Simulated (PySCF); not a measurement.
Computed shifts of a molecule Cl2GeH4Si, KT2/pcSseg-1 in PySCF, GIAO, gas phase, atoms alike by connectivity averaged where their shifts nearly agree, in ppm (number of nuclei): ²⁹Si: 35.9 (1). ¹H: 6.77 (1), 3.95 (3). References: ²⁹Si against TMS (σ = 361.9 ppm); ³⁵Cl against HCl (σ = 945.4 ppm); ⁷³Ge against GeH4 (σ = 1669.3 ppm); ¹H against TMS (σ = 31.47 ppm), references at their B3LYP-D3(BJ)/def2-TZVP geometries, non-relativistic (without spin–orbit terms, shifts of atoms bonded to Cl or Br come out too high). Geometry: ωB97X-D3(BJ)/def2-SVP. The values are those of a single conformer.

Task: Identify the compound among the candidates.
A) Cl[SiH](Cl)[GeH3]
B) [SiH3][GeH]([Cl])[Cl]
C) Cl[SiH2][GeH2][Cl]

Result: A, Cl[SiH](Cl)[GeH3]
